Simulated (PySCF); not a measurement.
Ge(CF3)3(Cl), SMILES F[C](F)(F)[Ge]([Cl])([C](F)(F)F)[C](F)(F)F (C3ClF9Ge), PBE0/def2-SVP optimised geometry. Atoms within 1.6 Å of the plane z = 0.0 Å (x, y, z in Å): F1 (-0.76, 1.72, -1.21), C2 (-0.94, 1.18, 0.00), F3 (-2.24, 1.22, 0.28), F4 (-0.29, 1.92, 0.89), Ge5 (-0.25, -0.70, 0.00), F10 (-0.74, -2.99, -1.50), C11 (1.75, -0.70, 0.00), F12 (2.21, 0.14, -0.93), F13 (2.24, -0.32, 1.18), F14 (2.22, -1.92, -0.27).

Level of theory: PBE0/def2-TZVP (PySCF). Cells within 0.4 Å of a nucleus heavier than hydrogen are left out (blank, or x).

Map of the electron localisation function on the plane z = 0.0 Å:

```
|0000000000000000000000000000000|
|0000000000000000000000000000000|
|0000000000000000000000000000000|
|0000000000000000000000000000000|
|0000000000000000000000000000000|
|0000000000000000000000000000000|
|0000001100000011100000000000000|
|0000023320000122210000000000000|
|0000146762011223210000000000000|
|0000268886333432210000000000000|
|000137898761x332100000000000000|
|0001478xx87xxx42000000000000000|
|00013789876xx574100000110000000|
|0000268874479997200001211000000|
|0000145641289975322112211000000|
|0000011100265111247533310000000|
|0000000000231476149931421000000|
|0000000000112xxx3399xxx31000000|
|00000000001127xx2399xx131000000|
|0000000000121254158756764200000|
|0000000000122111244247887631000|
|0000000000012222210158xx9752000|
|0000000000000111000279xx9752000|
|0000000000000000000378988641000|
|0000000000000000000257775420000|
|0000000000000000000024432100000|
|0000000000000000000001110000000|
|0000000000000000000000000000000|
|0000000000000000000000000000000|
|0000000000000000000000000000000|
|0000000000000000000000000000000|
```
Scale: ten equal steps from 0.000 (start of '0') to 0.969 (end of '9'), in the order '0123456789'; x runs from -4.50 to 4.50, y from -4.50 (bottom) to 4.50 (top).
